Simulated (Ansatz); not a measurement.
The cluster Pd₄H₇. Total charge 0; doublet. Geometry PBE0-D4/def2-SVP; atoms count from 1.

```xyz
11

Pd    1.826   -0.160   -1.045
Pd    0.340    1.822    0.097
Pd    0.165   -0.900    0.774
Pd   -0.881   -0.047   -1.583
H     0.039    1.998    1.775
H     0.796   -2.354    1.468
H     0.501    1.047   -1.464
H    -2.333   -0.953   -1.726
H     0.155    2.802    1.514
H     1.094   -1.727    1.980
H    -1.701   -1.528   -1.790
```

In the def2 sets Pd takes a core potential; there is no spin–orbit coupling. In the doublet, H5 and H9 lie 0.85 Å apart, H8 and H11 lie 0.86 Å apart, H6 and H10 lie 0.86 Å apart (atoms count from 1), so H2 has formed as a molecule. No other spin state of charge 0 was run. Another isomer (doublet) lies 0.04 eV lower at PBE0-D4/def2-TZVP; other spin states weren't run for this one.

Estimate the Mulliken populations from the PBE0/def2-TZVP orbitals of Ansatz.


```csv
atom,charge (e),spin (α − β),d electrons
Pd1,0.01,0.52,9.27
Pd2,-0.09,0.03,9.35
Pd3,-0.03,0.38,9.20
Pd4,-0.16,0.04,9.33
H5,0.03,0.00,–
H6,0.04,0.02,–
H7,0.08,0.01,–
H8,0.03,0.00,–
H9,0.03,0.00,–
H10,0.04,0.01,–
H11,0.04,0.00,–
```
Mulliken values and Mayer orders depend strongly on the basis.

Where does the spin sit?

Summed by element: Pd 0.97, H 0.03, of 1 unpaired in all. Largest on single atoms: Pd1 0.52, Pd3 0.38, Pd4 0.04.

And the Mayer bond orders between bonded heavy atoms (over 0.3)?

Pd1–Pd2 0.36 (2.73 Å); Pd1–Pd3 0.65 (2.57 Å); Pd1–Pd4 0.33 (2.76 Å); Pd2–Pd4 0.31 (2.79 Å); Pd3–Pd4 0.38 (2.72 Å).
